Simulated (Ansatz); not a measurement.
`[SiH3]NP` + `C[O][Al]([F])[O]C` → `F[SiH2]NP` + `C[O][AlH][O]C`  (redistribution)

Computed with Ansatz on PBE0-D4/def2-TZVP structures; ΔE is electronic, products minus reactants. CCSD(T)/CBS is the MP2 limit (def2-TZVPP, def2-QZVPP) plus CCSD(T) − MP2 in def2-TZVPP, frozen cores. Functionals use def2-TZVPP. Each species was taken in one conformer, which may not be the lowest.

| level | ΔE (kJ/mol) |
| --- | --- |
| BLYP-D4 | 20.7 |
| BHLYP-D4 | 21.5 |
| CAM-B3LYP-D4 | 19.3 |
| BLYP | 19.8 |
| r2SCAN | 22.2 |
| MP2/def2-SVP | 34.1 |
| CCSD(T)/def2-SVP | 33.3 |
| MP2/CBS(def2) | 24.8 |

Q: What does CCSD(T)/CBS give? (Estimate.)

A: The calculation gave: +23.5 kJ/mol. The listed levels differ from it by -2.8, -2.0, -4.2, -3.7, -1.3, 10.6, 9.8, 1.3 kJ/mol.

Largest T1 diagnostic among the species: 0.012.

Leaving LDA and LC-ωPBE aside and taking each functional with its dispersion term where it has one, the values, not all of them listed here, spread over 12.4 kJ/mol, from B97M-V to r2SCAN0-D4. LDA lies −4.8 kJ/mol from PBE without D4. At CCSD(T), def2-SVP lies +9.8 kJ/mol from the extrapolated value and def2-TZVPP −0.3 kJ/mol.
